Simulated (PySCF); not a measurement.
Estimate the missing entries of this data sheet.

Species: 1,1,1-trichloro-2,2,2-trifluoroethane, C2Cl3F3.
Numbering: `[F:1][C:2]([F:3])([F:4])[C:5]([Cl:6])([Cl:7])[Cl:8]`

Conformer (atom-mapped SMILES and torsion angles): `[F:1][C:2]([F:3])([F:4])[C:5]([Cl:6])([Cl:7])[Cl:8]`: F1–C2–C5–Cl6 -60°.

```csv
property,level,value
point group of the GFN2-xTB geometry,GFN2-xTB,C3v
"rotational constants A, B, C of the GFN2-xTB geometry",GFN2-xTB,?
dipole moment,CAM-B3LYP/def2-SVPD,?
HOMO energy,CAM-B3LYP/def2-SVPD,?
LUMO energy,CAM-B3LYP/def2-SVPD,-0.22 eV
lowest singlet excitation,TDDFT CAM-B3LYP/def2-SVPD,?
strongest line among the 8 lowest singlet transitions,TDDFT CAM-B3LYP/def2-SVPD,?
lowest triplet excitation (Tamm–Dancoff),TDA CAM-B3LYP/def2-SVPD,5.89 eV
static isotropic polarisability,CAM-B3LYP/def2-SVPD,?
electronic spatial extent ⟨r²⟩ about the centre of nuclear charge,CAM-B3LYP/def2-SVPD,1260 bohr²
```

Gas-phase values; electronic properties from PySCF, density fitting. Geometry: GFN2-xTB; no solvent, vibrations or thermal averaging.

(1) Give the HOMO energy.

(2) What is the strongest line among the 8 lowest singlet transitions?

(3) What is the lowest singlet excitation?

(4) The rotational constants A, B, C of the GFN2-xTB geometry?

(5) What is the dipole moment?

(6) The static isotropic polarisability?

Results:

(1) -10.76 eV.

(2) S2/S3 at 7.00 eV (177 nm, f = 0.032 summed over these states).

(3) 6.58 eV (188 nm, f = 0.000).

(4) 1.318, 1.106, 1.106 GHz.

(5) 0.86 D.

(6) 68.1 au.

The vertical singlet–triplet gap S1 − T1 is 0.69 eV (TDDFT singlet less Tamm–Dancoff triplet; S1: HOMO→LUMO, weight 0.88; T1: HOMO→LUMO, weight 0.77). The polarisability is 10.09 Å³ as a volume (1 au = 0.148185 Å³), or 0.76 au for each of the 90 electrons. The rotational constants are those of a prolate symmetric top. A dipole of 0.86 D is allowed in C3v, and pure rotational transitions are dipole-allowed.
